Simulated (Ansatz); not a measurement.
Born–Oppenheimer molecular dynamics of C4H12O4Si (21 atoms, charge 0, multiplicity 1). It starts from a relaxed structure.

These are results of Ansatz, RKS LDA/STO-3G, not measurements.

* ensemble: NVT, Nosé–Hoover chain
* time step: 0.25 fs
* steps asked: 300
* set temperature: 700 K
* thermostat: time constant 20 fs, chain length 1
* seed: 356941

First frame:

```xyz
21
Properties=species:S:1:pos:R:3
Si -0.239 -0.235 -0.178
O -0.089 -1.044 1.339
C -0.603 -0.152 2.378
H -1.421 -0.653 2.941
H 0.203 0.104 3.101
H -0.993 0.793 1.913
O 1.314 0.020 -0.815
C 2.191 -1.035 -0.311
H 2.231 -1.911 -1.000
H 3.219 -0.622 -0.229
H 1.859 -1.393 0.696
O -0.969 1.293 0.033
C -2.279 1.286 -0.622
H -3.082 1.472 0.125
H -2.325 2.093 -1.385
H -2.441 0.291 -1.117
O -1.265 -1.178 -1.183
C -1.675 -2.369 -0.438
H -1.249 -2.328 0.601
H -2.785 -2.421 -0.387
H -1.313 -3.288 -0.950
```

(1) What does the run give?

(2) What happens to the structure?

(3) How do temperature and energy run in time?

Answers

(1) All steps were run.

```yaml
steps_done: 300
time_covered: 75 fs
mean_temperature_over_the_second_half: 1069 K
spread_of_the_potential_energy_over_the_second_half: 21.4 meV per atom
mean_potential_energy_of_the_second_half_above_the_start: 93.2 meV per atom
```

The conserved energy stayed within 0.37 meV per atom of its start (net change 0.2 meV per atom), so the integration is sound. The mean temperature of the second half is 53 % above the set value. A run of 0.075 ps of so small a system gives no equilibrium averages. Limits of this set-up: minimal basis.

(2) The same pairs are bonded in the first frame and the last. Pairs count as bonded within 1.25 times the sum of covalent radii (0.12 Å more for H–H). The details hang on the random start.

(3) 
| time (fs) | T (K) | potential energy less start (eV) | conserved less start (meV/atom) |
| --- | --- | --- | --- |
| 0 | 700 | 0.000 | 0.00 |
| 3.75 | 363 | 0.836 | 0.12 |
| 7.5 | 213 | 1.237 | 0.18 |
| 11.25 | 487 | 0.638 | 0.08 |
| 15 | 535 | 0.625 | 0.07 |
| 18.75 | 342 | 1.233 | 0.18 |
| 22.5 | 320 | 1.450 | 0.20 |
| 26.25 | 688 | 0.759 | 0.07 |
| 30 | 812 | 0.758 | 0.06 |
| 33.75 | 502 | 1.835 | 0.22 |
| 37.5 | 616 | 1.855 | 0.19 |
| 41.25 | 1171 | 0.909 | 0.12 |
| 45 | 1075 | 1.596 | 0.21 |
| 48.75 | 763 | 2.688 | 0.36 |
| 52.5 | 1018 | 2.331 | 0.31 |
| 56.25 | 1322 | 1.801 | 0.25 |
| 60 | 1253 | 2.035 | 0.24 |
| 63.75 | 890 | 2.844 | 0.33 |
| 67.5 | 1068 | 2.249 | 0.24 |
| 71.25 | 1339 | 1.297 | 0.12 |
| 75 | 959 | 1.819 | 0.20 |

Run time: 27 min on 1 thread of Arm Neoverse V1, on a shared host, peak memory 0.13 GiB.
